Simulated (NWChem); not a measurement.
System: SiHOClF2; SMILES O[Si](F)(F)Cl

```xyz
6

O      1.3277    -1.0297     0.6675
Si     0.0013    -0.3696     0.0046
F     -1.3324    -0.8259     0.7631
F     -0.0926    -0.9042    -1.4946
Cl     0.0418     1.6600     0.0090
H      1.6495    -0.7014     1.5117
```
Atoms are numbered in this order, from 1.

All runs: NWChem. Geometry: optimised at PBE0/def2-SVP. Level: PBE/def2-SVP with SMD (1 M gas to 1 M solution), gas-phase geometry. Reactions with the solvent are ignored.

```csv
solvent,dielectric constant,solvation free energy (kcal/mol),cavity-dispersion-structure term (kcal/mol),dipole in solution (D)
water,78.4,(withheld),(withheld),2.76
dichloromethane,8.93,-5.0,-0.8,2.64
"N,N-dimethylformamide",37.2,-4.3,-0.7,2.63
cyclohexanone,15.6,-4.1,-0.6,2.61
ethylene glycol,40.2,-4.4,1.8,2.75
acetonitrile,35.7,-4.8,-0.5,2.67
```

### Question
What belongs in the gaps?

### Answer

- water, solvation free energy (kcal/mol): -3.7
- water, cavity-dispersion-structure term (kcal/mol): 2.6
